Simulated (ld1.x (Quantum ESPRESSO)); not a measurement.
**An all-electron radial function and its pseudo partner (O)**

Columns: radius, all-electron u(r) and pseudo u(r) of the 2p shell (level -9.03 eV) of oxygen in the configuration [He] 2s2 2p4; PBE, scalar-relativistic, TM scheme, ld1.x (Quantum ESPRESSO) 7.5.

| r (bohr) | all-electron | pseudo |
| --- | --- | --- |
| 0.085 | 0.0789 | 0.0272 |
| 0.170 | 0.2326 | 0.1052 |
| 0.255 | 0.3935 | 0.2241 |
| 0.340 | 0.5346 | 0.3683 |
| 0.425 | 0.6475 | 0.5198 |
| 0.510 | 0.7322 | 0.6605 |
| 0.595 | 0.7909 | 0.7758 |
| 0.680 | 0.8266 | 0.8567 |
| 0.765 | 0.8434 | 0.9011 |
| 0.850 | 0.8452 | 0.9126 |
| 0.935 | 0.8357 | 0.8987 |
| 1.020 | 0.8176 | 0.8679 |
| 1.105 | 0.7934 | 0.8283 |
| 1.190 | 0.7650 | 0.7858 |
| 1.275 | 0.7338 | 0.7442 |
| 1.360 | 0.7010 | 0.7051 |
| 1.445 | 0.6674 | 0.6685 |
| 1.530 | 0.6337 | 0.6338 |
| 1.615 | 0.6003 | 0.6003 |
| 1.700 | 0.5676 | 0.5676 |
| 1.785 | 0.5359 | 0.5359 |
| 1.870 | 0.5052 | 0.5052 |
| 1.955 | 0.4758 | 0.4758 |
| 2.040 | 0.4477 | 0.4477 |
| 2.125 | 0.4209 | 0.4209 |
| 2.210 | 0.3955 | 0.3955 |

Question: How many radial nodes do the two functions have?

Answer: The all-electron 2p function has n − l − 1 = 0; the pseudo-wave has 0.

Question: At about which radius was the pseudo-wave matched?

Answer: 1.70 bohr. The columns agree to 0.0005 from 1.53 bohr on; several derivatives are matched, so the curves merge somewhat inside the radius.

Question: Where does each function peak?

Answer: Outermost all-electron maximum near 0.85 bohr, pseudo maximum near 0.85 bohr (to the table’s step).

Question: Is the pseudo-wave norm-conserving?

Answer: Yes: the TM scheme keeps the norm inside the radius equal to the all-electron one, which fixes the energy derivative of the logarithmic derivative at the level.
